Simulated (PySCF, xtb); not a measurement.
AlOCl, SMILES [O]=[Al][Cl].

Harmonic wavenumbers (cm⁻¹) from GFN2-xTB (xtb) at its own minimum, in rising order: 233, 233, 505, 1171.

### Question
What does PBE-D3(BJ)/def2-TZVP (PySCF) give at its own minimum? (Estimate from the structure and the level; the computed values follow.)

### Answer
167, 167, 471, 1079. Paired by order, the mean absolute difference is 65 cm⁻¹ and the zero-point energies are 3.1 and 2.7 kcal/mol.
